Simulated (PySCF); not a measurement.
**Aluminium: a sound run and one with changed settings**

Sound run: Al⁺ [Ne] 3s2, Al²⁺ [Ne] 3s1. Calculation: PySCF 2.14, in pcseg-2 (5s4p2d1f, 34 functions); the non-relativistic Hamiltonian (point nucleus). In the sound run the correlated levels freeze [Ne]. The sound run starts from symmetry-adapted Hartree-Fock orbitals and uses a fine grid where one is needed.

Changed run: basis STO-3G. This setting is unsound on purpose.

| species | method | sound run (hartree) | changed run (hartree) | converged |
| --- | --- | --- | --- | --- |
| Al⁺ | UHF | -241.66511 | -238.88005 | yes |
| Al⁺ | PBE | -242.00980 | -239.15346 | yes |
| Al⁺ | MN15 | -242.06606 | -238.53494 | yes |
| Al⁺ | MP2 | -241.69218 | -238.90216 | yes |
| Al⁺ | CCSD(T) | -241.70401 | -238.91866 | yes |
| Al²⁺ | UHF | -241.02210 | -238.27935 | yes |
| Al²⁺ | PBE | -241.32047 | -238.49998 | yes |
| Al²⁺ | MN15 | -241.38211 | -237.89517 | yes |

Ionisation energy of Al⁺:

```json
{"method": "UHF", "sound run (eV)": "17.497", "changed run (eV)": "16.346"}
{"method": "PBE", "sound run (eV)": "18.758", "changed run (eV)": "17.782"}
{"method": "MN15", "sound run (eV)": "18.611", "changed run (eV)": "17.409"}
{"method": "MP2", "sound run (eV)": "18.234", "changed run (eV)": "16.948"}
{"method": "SCS-MP2", "sound run (eV)": "18.381", "changed run (eV)": "17.068"}
{"method": "CCSD", "sound run (eV)": "18.556", "changed run (eV)": "17.397"}
{"method": "CCSD(T)", "sound run (eV)": "18.556", "changed run (eV)": "17.397"}
{"method": "CCSDT", "sound run (eV)": "18.556", "changed run (eV)": "17.397"}
{"method": "FCI", "sound run (eV)": "18.556", "changed run (eV)": "17.397"}
```

A minimal basis cannot let orbitals breathe on ionisation and holds almost no correlation.

For comparison, NIST gives 18.829 eV between the lowest levels.
